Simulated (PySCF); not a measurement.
# ISe₂⁺: from structure and modes to constants

All numbers come from PBE0 in PySCF with I def2-TZVP with ECP28, Se def2-TZVP; scalar-relativistic core potentials, no spin–orbit coupling; density-fitted integrals.

The singlet minimum has C2v symmetry. Masses (u): I 126.90447, Se 79.91652.

```xyz
3
charge 1 multiplicity 1, angstrom
I     0.0000    0.0000   -0.6897
Se    2.0072    0.0000    0.5479
Se   -2.0072    0.0000    0.5479
```

Harmonic wavenumbers (cm⁻¹): 98.5 (a1, ×1), 284.1 (a1, ×1), 321.3 (b2, ×1).

**Question.** Find the principal moments of inertia and the rotational constants. What kind of rotor is it?

**Answer.** About the centre of mass I = 108.35, 643.97, 752.32 u Å². With B = 16.8576/I this gives 0.1556, 0.02618, 0.02241 cm⁻¹. The molecule is an asymmetric top with κ = -0.94.

**Question.** What is the harmonic zero-point energy?

**Answer.** Half the sum of all 3 wavenumbers, 704/2 = 352 cm⁻¹, which is 4.2 kJ/mol (1 cm⁻¹ = 0.0119627 kJ/mol).

**Question.** Find the vibrational entropy and heat capacity at 298.15 K.

**Answer.** With u = 1.43878 ω/T, each mode gives S = R[u/(eᵘ−1) − ln(1−e⁻ᵘ)] and C = R u² eᵘ/(eᵘ−1)².
```
ω (cm⁻¹)      u  S (J/(mol K))  C (J/(mol K))
    98.5  0.476          14.57           8.16
   284.1  1.371           6.31           7.13
   321.3  1.551           5.45           6.83
```
The sums over all modes are S = 26.3 and C = 22.1 J/(mol K); the softest mode gives 55 % of the entropy.

**Question.** Give the standard entropy (298.15 K, 1 bar) by its translational, rotational, vibrational and spin parts, and Cp.

**Answer.** Sackur–Tetrode with M = 286.74 u gives 179.4; rotation with symmetry number 2 gives 116.7; vibration 26.3; spin R ln 1 = 0.0. The total is 322.4 J/(mol K), and Cp = 4 R + 22.1 = 55.4 J/(mol K).

This need not be the most stable arrangement of these atoms.
